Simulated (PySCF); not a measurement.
Cl$_{4}$Te, charge +1, doublet, geometry from GFN2-xTB (a state made from the parent by changing its charge; the spin is typed, not shown lowest) (core potentials on Te). Base run: DF-M062X/def2-SVP (PySCF).

PySCF was given this input:
```python
from pyscf import gto, scf, dft

mol = gto.M(
    atom='''
Te   -0.005723    0.012366    0.266931
Cl    1.113373   -1.434956   -1.088995
Cl    1.852796    1.507257    0.739926
Cl   -1.062936    1.325968   -1.263560
Cl   -1.885727   -1.436095    0.796134
''',
    basis='def2-svp',
    ecp={'Te': 'def2-svp'},
    charge=1,
    spin=1,
    verbose=4,
)

mf = dft.UKS(mol)
mf.xc = 'm062x'
mf = mf.density_fit(auxbasis='def2-universal-jkfit')
mf.kernel()
mf.analyze()
```

Each row names what was changed in the base input (with any setting that the change needs).

```
change                                                                            ΔE vs base (mEh)  SCF cycles  <S^2>        outcome
--------------------------------------------------------------------------------  ----------------  ----------  -----  -------------
base                                                                                         0.000          15  0.773      converged
diis_space = 20                                                                              0.000          15  0.773      converged
conv_tol = 1e-4                                                                              0.014           8  0.772      converged
diis = off; damp = 0.3 (with mf.diis_start_cycle = 200; with mf.max_cycle = 150)             0.000          33  0.773      converged
conv_tol_grad = 1e-3                                                                         0.000          15  0.773      converged
diis = off (with mf.max_cycle = 100)                                                             -         100      -  not converged
level_shift = 1.0 (with mf.max_cycle = 100)                                                  0.000          44  0.773      converged
diis_space = 4                                                                               0.000          18  0.773      converged
init_guess = vsap                                                                                -           -      -  input refused
init_guess = mod_huckel                                                                      0.000          15  0.773      converged
conv_tol_grad = 1e-7                                                                         0.000          20  0.773      converged
init_guess = huckel                                                                          0.000          15  0.773      converged
init_guess = sap                                                                             0.000          20  0.773      converged
```

Open shells are given as the SCF converged; they aren't shown to be the lowest states, and a large step between rows can be another state.

- init_guess = vsap: ended with `AssertionError: ECP or PP not supported`
